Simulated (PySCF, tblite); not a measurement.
Isomers of C6H9O3 (doublet state), one GFN2-xTB conformer each. Single-point energies are computed at B3LYP/pcH-1 (PySCF, gas phase, no added dispersion term), electronic only. GFN2-xTB treats the open shell by occupation alone, and not every SCF solution was tested for stability.

Question: Rank them by B3LYP/pcH-1 energy, lowest first (kJ/mol).
A. `[CH3:1][O:2]/[CH:3]=[CH:4]/[C@@:5]1([O:6][CH3:7])[CH:8][O:9]1` (doublet state) with C1–O2–C3–C4 0°, C3–C4–C5–O6 138°, C4–C5–O6–C7 -66°
B. `[CH2:1][O:2][C@@:3]1(/[CH:4]=[CH:5]/[O:6][CH3:7])[CH2:8][O:9]1` (doublet state) with H–C1–O2–C3 -23° and -174°, C1–O2–C3–C4 169°, O2–C3–C4–C5 -152°, C4–C5–O6–C7 -1°
C. `[CH3:1]/[CH:2]=[C:3]/[O:4][CH2:5][CH2:6][C:7](=[O:8])[OH:9]` (doublet state) with C2–C3–O4–C5 31°, C3–O4–C5–C6 153°, O4–C5–C6–C7 -73°, C5–C6–C7–O8 -40°, C6–C7–O9–H 180°
D. `[CH3:1]/[C:2]=[CH:3]/[O:4][CH2:5][CH2:6][C:7](=[O:8])[OH:9]` (doublet state) with C2–C3–O4–C5 -1°, C3–O4–C5–C6 172°, O4–C5–C6–C7 -72°, C5–C6–C7–O8 -45°, C6–C7–O9–H 180°
E. `[CH3:1][CH:2][CH2:3][C:4](=[O:5])[O:6][C:7]([CH3:8])=[O:9]` (doublet state) with C1–C2–C3–C4 88°, C2–C3–C4–O5 89°, C3–C4–O6–C7 145°, C4–O6–C7–C8 161°

Answer: E (0.0), D (111.8), C (118.8), B (294.6), A (315.7).

As drawn, the highest has a three-membered ring, which the lowest lacks. Neighbours under 21 kJ/mol apart (C/[C]=C/OCCC(=O)O and C/C=[C]/OCCC(=O)O) can change places with a better method, another conformer or zero-point energy. GFN2-xTB itself gives, in the same order: 0.0, 134.5, 126.7, 193.5, 223.0. Both levels put the same isomer lowest; measured from each level's own lowest isomer, the values differ by up to 101.1 kJ/mol ([CH2]O[C@@]1(/C=C/OC)CO1: 193.5 against 294.6).

Question: What happens when harmonic zero-point energies from GFN2-xTB frequencies are added?

Answer: 
```
                  SMILES  ZPE (kJ/mol)  electronic (kJ/mol)  with ZPE (kJ/mol)
      C[CH]CC(=O)OC(C)=O         360.9                  0.0                0.0
       C/[C]=C/OCCC(=O)O         361.4                111.8              112.3
       C/C=[C]/OCCC(=O)O         363.0                118.8              120.9
[CH2]O[C@@]1(/C=C/OC)CO1         361.4                294.6              295.2
 CO/C=C/[C@@]1(OC)[CH]O1         363.0                315.7              317.9
```

The zero-point energies span 2.1 kJ/mol. The order is unchanged.
